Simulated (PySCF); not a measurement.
C3H9AlO. Atoms are numbered in the order given.

```xyz
14

Al    -0.4313     0.9489     0.4775
H     -1.4889     1.3247     1.6100
O      0.6516     2.1510    -0.0737
H      0.6845     3.0562     0.2394
C     -0.3151    -0.8235    -0.3613
C     -0.6175    -1.9527     0.6272
C      0.9946    -1.0536    -1.1156
H     -1.1374    -0.8110    -1.1076
H     -0.6620    -2.9338     0.1211
H      0.1631    -2.0336     1.4032
H     -1.5785    -1.8114     1.1484
H      1.1982    -0.2584    -1.8490
H      0.9855    -2.0165    -1.6575
H      1.8566    -1.0816    -0.4281
```
Charge 0, spin multiplicity 1.

Geometry: PBE0-D3(BJ)/def2-SVP. The structure was generated by enumeration; whether it is a known compound was not checked. Other conformers were not sampled.

Level of theory: HF/pcSseg-1 (PySCF).

GIAO shieldings, no solvent; atoms alike by connectivity are averaged. δ = σ(ref) − σ: ¹H against TMS (σ = 31.99 ppm); ¹⁷O against H2O (σ = 333.0 ppm); ¹³C against TMS (σ = 192.6 ppm), references at their B3LYP-D3(BJ)/def2-TZVP geometries, non-relativistic.

Computed chemical shifts:
```json
[
 {"nucleus": "¹H", "atoms": "H2", "count": "1", "δ (ppm)": "4.53"},
 {"nucleus": "¹H", "atoms": "H4", "count": "1", "δ (ppm)": "2.66"},
 {"nucleus": "¹H", "atoms": "H9, H10, H11, H12, H13, H14", "count": "6", "δ (ppm)": "1.44"},
 {"nucleus": "¹H", "atoms": "H8", "count": "1", "δ (ppm)": "0.01"},
 {"nucleus": "¹⁷O", "atoms": "O3", "count": "1", "δ (ppm)": "42.4"},
 {"nucleus": "¹³C", "atoms": "C6, C7", "count": "2", "δ (ppm)": "20.1"},
 {"nucleus": "¹³C", "atoms": "C5", "count": "1", "δ (ppm)": "8.4"}
]
```
